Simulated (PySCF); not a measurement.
F2Mg, charge -1, doublet, at a GFN2-xTB geometry (such geometries of metal compounds can be far from the true shape) (a state made from the parent by changing its charge; the spin is typed, not shown lowest) (in this run its highest filled SCF level lies above zero, so its values depend strongly on the basis, on diffuse functions most of all); PySCF with WB97X/6-31G**.

Here is a job for PySCF.
```python
from pyscf import gto, scf, dft

mol = gto.Mole()
mol.atom = '''
    Mg    0.000000    0.000000    0.000000
    F     0.000000    0.000000    1.798162
    F    -0.000000   -0.000000   -1.798162
'''
mol.basis = '6-31g**'
mol.charge = -1
mol.spin = 1
mol.verbose = 4
mol.build()

mf = dft.UKS(mol)
mf.xc = 'wb97x'
mf.kernel()
mf.analyze()
```

Output, abridged:

```
PySCF version 2.14.0

[INPUT] verbose = 4
[INPUT] num. atoms = 3
[INPUT] num. electrons = 31
[INPUT] charge = -1
[INPUT] spin (= nelec alpha-beta = 2S) = 1
[INPUT] symmetry False subgroup None
[INPUT] Mole.unit = angstrom
[INPUT] Symbol           X                Y                Z      unit          X                Y                Z       unit  Magmom
[INPUT]  1 Mg     0.000000000000   0.000000000000   0.000000000000 AA    0.000000000000   0.000000000000   0.000000000000 Bohr   0.0
[INPUT]  2 F      0.000000000000   0.000000000000   1.798162000000 AA    0.000000000000   0.000000000000   3.398033707600 Bohr   0.0
[INPUT]  3 F      0.000000000000   0.000000000000  -1.798162000000 AA    0.000000000000   0.000000000000  -3.398033707600 Bohr   0.0

nuclear repulsion = 75.4848309557092
number of shells = 20
number of NR pGTOs = 105
number of NR cGTOs = 46
basis = 6-31g**
ecp = {}

******** <class 'pyscf.dft.uks.UKS'> ********
method = UKS
initial guess = minao
damping factor = 0
level_shift factor = 0
DIIS = <class 'pyscf.scf.diis.CDIIS'>
diis_start_cycle = 1
diis_space = 8
diis_damp = 0
SCF conv_tol = 1e-09
SCF conv_tol_grad = None
SCF max_cycles = 50
direct_scf = True
direct_scf_tol = 1e-13
number electrons alpha = 16  beta = 15
XC library pyscf.dft.libxc version 7.1.2
    S. Lehtola, C. Steigemann, M. J. T. Oliveira, and M. A. L. Marques,  SoftwareX 7, 1–5 (2018)
XC functionals = wb97x
    J.-D. Chai and M. Head-Gordon,  J. Chem. Phys. 128, 084106 (2008)
radial grids:
    Treutler-Ahlrichs [JCP 102, 346 (1995); DOI:10.1063/1.469408] (M4) radial grids

becke partition: Becke, JCP 88, 2547 (1988); DOI:10.1063/1.454033
pruning grids: <function nwchem_prune>
grids dens level: 3
symmetrized grids: False
atomic radii adjust function: <function treutler_atomic_radii_adjust>
small_rho_cutoff = 0
Set gradient conv threshold to 3.16228e-05
tot grids = 47104
init E= -399.521943915369

cycle= 1 E= -399.61063837163  delta_E= -0.0887  |g|= 0.725  |ddm|= 0.968
cycle= 2 E= -399.499233885675  delta_E= 0.111  |g|= 0.994  |ddm|= 1.19
cycle= 3 E= -399.805133215326  delta_E= -0.306  |g|= 0.0227  |ddm|= 0.539
cycle= 4 E= -399.806128405027  delta_E= -0.000995  |g|= 0.0113  |ddm|= 0.138
cycle= 5 E= -399.806362991083  delta_E= -0.000235  |g|= 0.00242  |ddm|= 0.0854
cycle= 6 E= -399.806380233771  delta_E= -1.72e-05  |g|= 0.000624  |ddm|= 0.0232
cycle= 7 E= -399.806381367217  delta_E= -1.13e-06  |g|= 0.000124  |ddm|= 0.00595
cycle= 8 E= -399.806381407163  delta_E= -3.99e-08  |g|= 3.36e-05  |ddm|= 0.000474
cycle= 9 E= -399.806381410607  delta_E= -3.44e-09  |g|= 8.56e-06  |ddm|= 0.000166
cycle= 10 E= -399.806381410821  delta_E= -2.14e-10  |g|= 1.92e-06  |ddm|= 7.95e-05
Extra cycle  E= -399.806381410827  delta_E= -5.68e-12  |g|= 1.17e-06  |ddm|= 9.56e-06
converged SCF energy = -399.806381410827  <S^2> = 0.75058009  2S+1 = 2.00058
**** SCF Summaries ****
Total Energy =                        -399.806381410826816
Nuclear Repulsion Energy =              75.484830955709214
One-electron Energy =                 -717.853163054289553
Two-electron Energy =                  242.561950687753495
Two-electron Coulomb Energy =          280.277335592024485
DFT Exchange-Correlation Energy =      -37.715384904271005
**** MO energy ****
                             alpha | beta                alpha | beta
MO #1   energy= -46.5904450677866  | -46.589558551942   occ= 1 | 1
MO #2   energy= -24.4436956162663  | -24.4421946301259  occ= 1 | 1
MO #3   energy= -24.4436188849664  | -24.4421191673746  occ= 1 | 1
MO #4   energy= -2.97684290696013  | -2.97586920203103  occ= 1 | 1
MO #5   energy= -1.71811887202293  | -1.71760053988258  occ= 1 | 1
MO #6   energy= -1.71811887202292  | -1.71760053988257  occ= 1 | 1
MO #7   energy= -1.71332217346499  | -1.71256947475092  occ= 1 | 1
MO #8   energy= -0.973637054213484 | -0.969562101929136 occ= 1 | 1
MO #9   energy= -0.969335565004807 | -0.965247944840962 occ= 1 | 1
MO #10  energy= -0.271068299017807 | -0.265860638028162 occ= 1 | 1
MO #11  energy= -0.253942931628776 | -0.246544380987907 occ= 1 | 1
MO #12  energy= -0.23696452660623  | -0.234853152034417 occ= 1 | 1
MO #13  energy= -0.236964526606229 | -0.234853152034415 occ= 1 | 1
MO #14  energy= -0.230855225017172 | -0.229076375218397 occ= 1 | 1
MO #15  energy= -0.230855225017171 | -0.229076375218397 occ= 1 | 1
MO #16  energy= 0.0131897261681635 | 0.166116832504758  occ= 1 | 0
MO #17  energy= 0.220533757435548  | 0.20481922701027   occ= 0 | 0
MO #18  energy= 0.22053375743555   | 0.204819227010271  occ= 0 | 0
MO #19  energy= 0.293047334756916  | 0.308955180871835  occ= 0 | 0
MO #20  energy= 0.418985193201768  | 0.422757325726647  occ= 0 | 0
MO #21  energy= 0.454264229963372  | 0.449144604613815  occ= 0 | 0
MO #22  energy= 0.454264229963384  | 0.449144604613826  occ= 0 | 0
MO #23  energy= 0.578875370392712  | 0.553660171804492  occ= 0 | 0
MO #24  energy= 0.57888420333519   | 0.553660690090408  occ= 0 | 0

To work with the spin densities directly, `use mulliken_meta_spin()` only printing them here.

 ** Mulliken spin pop alpha/beta on meta-lowdin orthogonal AOs **
 ** Mulliken Spin Density (per AO)  **
spin_pop of  0 Mg 1s        0.00000
spin_pop of  0 Mg 2s        0.00002
spin_pop of  0 Mg 3s        0.79789
spin_pop of  0 Mg 4s        0.07260
spin_pop of  0 Mg 2px      -0.00002
spin_pop of  0 Mg 2py      -0.00002
spin_pop of  0 Mg 2pz      -0.00000
spin_pop of  0 Mg 3px      -0.00167
spin_pop of  0 Mg 3py      -0.00167
spin_pop of  0 Mg 3pz      -0.00169
spin_pop of  0 Mg 4px      -0.00001
spin_pop of  0 Mg 4py      -0.00001
spin_pop of  0 Mg 4pz       0.00117
spin_pop of  0 Mg 3dxy     -0.00000
spin_pop of  0 Mg 3dyz     -0.00050
spin_pop of  0 Mg 3dz^2     0.01254
spin_pop of  0 Mg 3dxz     -0.00050
spin_pop of  0 Mg 3dx2-y2    0.00000
spin_pop of  1 F 1s       -0.00000
spin_pop of  1 F 2s        0.02076
spin_pop of  1 F 3s        0.00451
spin_pop of  1 F 2px       0.00117
spin_pop of  1 F 2py       0.00117
spin_pop of  1 F 2pz       0.03159
spin_pop of  1 F 3px      -0.00008
spin_pop of  1 F 3py      -0.00008
spin_pop of  1 F 3pz       0.00156
spin_pop of  1 F 3dxy      0.00000
spin_pop of  1 F 3dyz      0.00001
spin_pop of  1 F 3dz^2     0.00032
spin_pop of  1 F 3dxz      0.00001
spin_pop of  1 F 3dx2-y2    0.00000
spin_pop of  2 F 1s       -0.00000
spin_pop of  2 F 2s        0.02076
spin_pop of  2 F 3s        0.00451
spin_pop of  2 F 2px       0.00117
spin_pop of  2 F 2py       0.00117
spin_pop of  2 F 2pz       0.03159
spin_pop of  2 F 3px      -0.00008
spin_pop of  2 F 3py      -0.00008
spin_pop of  2 F 3pz       0.00156
spin_pop of  2 F 3dxy      0.00000
spin_pop of  2 F 3dyz      0.00001
spin_pop of  2 F 3dz^2     0.00032
spin_pop of  2 F 3dxz      0.00001
spin_pop of  2 F 3dx2-y2   -0.00000
 ** Mulliken Spin Density (per atom)  **
spin density of  0 Mg =      0.87811
spin density of  1 F =      0.06094
spin density of  2 F =      0.06094
 ** Mulliken pop alpha/beta on meta-lowdin orthogonal AOs **
 ** Mulliken pop       alpha | beta **
In total            16.00000 | 15.00000
 ** Mulliken atomic charges   ( Nelec_alpha | Nelec_beta ) **
charge of  0Mg =      0.61345  (     6.13233      5.25422 )
charge of  1F =     -0.80673  (     4.93384      4.87289 )
charge of  2F =     -0.80673  (     4.93384      4.87289 )

WARN: System has nonzero charge -1; the dipole moment is origin-dependent.
Location of origin: [0. 0. 0.]

Dipole moment(X, Y, Z, Debye):  0.00000, -0.00000,  0.00000
```
